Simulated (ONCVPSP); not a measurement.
## What one change does to a pseudopotential (scandium (Sc), ONCV)

ONCVPSP 4.0.1 input, shortened (lines: element, Z, core and valence counts, functional; n l f; lmax; l rc ep ncon nbas qcut; lloc lpopt rc5 dvloc0; l nproj debl; icmod fcfact rcfact), PBEsol, scalar-relativistic:

```
  Sc 21.00    3    4  -116133      upf
    1    0    2.00
    2    0    2.00
    2    1    6.00
    3    0    2.00
    3    1    6.00
    3    2    1.00
    4    0    2.00
    2
    0    1.95    0.00    4    7    6.60
    1    1.30    0.00    4    7   11.00
    2    2.05    0.00    4    8    7.50
    4    5    1.00    1.00
    0    2    0.80
    1    2    0.60
    2    2    1.90
    0    0.00    0.00
```

In the p channel the program set the typed energies aside and used -1.233, 0.250 Ha.

All-electron outer shells of the reference configuration (PBEsol, scalar-relativistic, ld1.x):

```csv
shell,level (eV),outermost node (bohr),outermost maximum (bohr)
2p,-387.95,–,0.23
3s,-54.88,0.42,0.92
3p,-33.55,0.39,0.97
4s,-4.19,1.33,3.10
3d,-3.25,–,1.10
```

Change: d: qcut 9.7.

Cutoffs: the cutoffs (Ha) at which the residual kinetic energy of the hardest occupied pseudo-wave falls to 1 and 0.1 mHa per electron; they do not see the model core or the augmentation charge, which bear on the density cutoff. Errors are all-electron minus pseudo energies relative to the spin-unpolarised reference configuration.

Predict the effect on cutoff, ghosts and configuration errors.

The potential gets neither clearly harder nor softer (29 Ha and 41 Ha → 29 Ha and 41 Ha); the p channel sets the loose cutoff, while the largest relative change is in d, which becomes harder; the errors of the 3 common tests hardly move; neither file shows a bound ghost.

| quantity | base | changed |
| --- | --- | --- |
| cutoff, loose | 29 Ha | 29 Ha |
| cutoff, tight | 41 Ha | 41 Ha |
| loose cutoff by channel | s 11 Ha, p 29 Ha, d 21 Ha | s 11 Ha, p 29 Ha, d 27 Ha |
| bound ghosts | none | none |
| GHOST(+) flags under 300 eV | none | none |
| tests with a reliable result | 3 of 4 | 3 of 4 |
| error for 3s2 3p6 3d1 4s1, meV [ΔE 6.90 eV] | -0.4 | -0.4 |
| error for 3s2 3p6 3d1 4s0, meV [ΔE 19.55 eV] | -2.1 | -2.0 |
| error for 3s2 3p6 3d1 4s0 4p2, meV [ΔE 5.68 eV] | -0.4 | -0.5 |
| s: phases at 1.98 bohr within 0.05 rad from the reference energy up to (Ha; the scan ends near 5) | 4.7 | 4.7 |
| p: phases at 1.32 bohr within 0.05 rad from the reference energy up to (Ha; the scan ends near 5) | to the end of the scan | to the end of the scan |
| d: phases at 2.08 bohr within 0.05 rad from the reference energy up to (Ha; the scan ends near 5) | to the end of the scan | to the end of the scan |
